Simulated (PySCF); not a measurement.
## Radial density of In²⁺ (indium, charge +2)

wB97X, [Kr] 4d9 5s1 6s1, high-spin 4D determinant (an excited configuration). Computed with PySCF 2.14 in aug-cc-pVTZ-DK3 (8s7p5d2f, 68 functions), with the spin-free X2C one-electron Hamiltonian (Gaussian nucleus).

```tsv
r (bohr)	4πr²ρ (e/bohr)	4πr²(ρα − ρβ)
0.0312	57.22	0.0021
0.0525	58.51	0.0156
0.0883	80.22	0.0864
0.148	59.03	0.1983
0.250	64.47	0.3159
0.420	35.95	0.0083
0.707	20.58	0.9584
1.19	13.06	0.9516
2.00	2.072	0.8201
3.36	0.2576	0.2447
5.66	0.2347	0.2347
9.51	0.005254	0.0053
```

Densities and radii are taken from the X2C orbitals without a picture-change correction, which distorts them close to the nucleus.

The outer electron is Rydberg-like, and this basis confines it to a smaller radius and binds it less than a complete one would.
